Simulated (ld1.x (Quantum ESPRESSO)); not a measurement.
## Logarithmic derivatives: Fe, TM

ld1.x (Quantum ESPRESSO) 7.5 input, shortened:

```
&input
   title='Fe', zed=26., rel=1, dft='BP', iswitch=3,
   config='[Ar] 3d6 4s0 4p0 4f-2'
 /
 &inputp
   pseudotype=2, tm=.true., lloc=1,
   nlcc=.false.
 /
4
4S  1  0   0.00   0.00  2.15  2.15  0.0
3D  3  2   6.00   0.00  1.25  1.25  0.0
4F  4  3  -2.00   0.10  1.80  1.80  0.0
4P  2  1   0.00   0.00  2.10  2.10  0.0
 &test
   configts(1)='3d6 4s0 4p0'
 /
```

The phase is arctan(r·u′/u) with u = r·R(r), unwrapped; energies in Ry, scanned from -4 to 5 Ry. A pole is an energy at which the radial function vanishes at the test radius. The pseudo phase is shifted by a multiple of π to meet the all-electron one at the reference energy, and phase errors are pseudo minus all-electron; the curves can meet again beyond the range given. Levels narrower than the energy grid can be missing from the lists of poles.

```json
{"channel": "s", "radius (bohr)": "2.37", "reference energy (Ry)": "-1.47", "poles, all-electron": "1.00", "poles, pseudo": "1.27", "unbroken range about the reference energy with phases within 0.05 rad": "below 2.6", "phase error 1 Ry above the reference energy (rad)": "+0.010"}
{"channel": "p", "radius (bohr)": "2.37", "reference energy (Ry)": "-1.03", "poles, all-electron": "2.12", "poles, pseudo": "1.61", "unbroken range about the reference energy with phases within 0.05 rad": "below 1.7", "phase error 1 Ry above the reference energy (rad)": "-0.024"}
{"channel": "d", "radius (bohr)": "2.37", "reference energy (Ry)": "-1.90", "poles, all-electron": "-1.72, 3.95", "poles, pseudo": "-1.71", "unbroken range about the reference energy with phases within 0.05 rad": "-2.0 to -1.0", "phase error 1 Ry above the reference energy (rad)": "+0.055"}
{"channel": "f", "radius (bohr)": "2.37", "reference energy (Ry)": "0.10", "poles, all-electron": "4.28", "poles, pseudo": "4.56", "unbroken range about the reference energy with phases within 0.05 rad": "the whole range", "phase error 1 Ry above the reference energy (rad)": "+0.005"}
```

Note: ghost state, extra bound levels that the all-electron valence spectrum of the same l lacks: s at -147.0 eV. A true bound ghost makes a file unfit for plane-wave use.

Phases in the p channel:

```csv
E (Ry),all-electron,pseudo
-4.00,1.305,1.294
-3.52,1.273,1.263
-3.04,1.230,1.221
-2.56,1.168,1.160
-2.08,1.067,1.060
-1.60,0.877,0.872
-1.12,0.444,0.444
-0.64,-0.398,-0.407
-0.16,-1.010,-1.032
0.32,-1.273,-1.300
0.80,-1.404,-1.437
1.28,-1.483,-1.524
1.76,-1.538,-1.590
2.24,-1.581,-1.652
2.72,-1.618,-1.721
3.20,-1.652,-1.820
3.68,-1.688,-2.014
4.16,-1.729,-2.628
4.64,-1.780,-3.896
```
